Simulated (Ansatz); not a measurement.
F₂HOSTa, SMILES `[OH][Ta]([F])([F])=[S]`, charge 0, multiplicity 1.

Q: Give a relaxed structure at PBE0-D4/def2-TZVP (Ansatz). (Best estimate.)

A: Computed: 
Z-matrix (Å, degrees):
```
Ta
F 1 1.866
F 1 1.866 2 111.0
O 1 1.874 2 109.2 3 120.3
S 1 2.155 2 109.3 3 -120.6
H 4 0.959 1 132.9 2 119.3
```
Point group Cs.
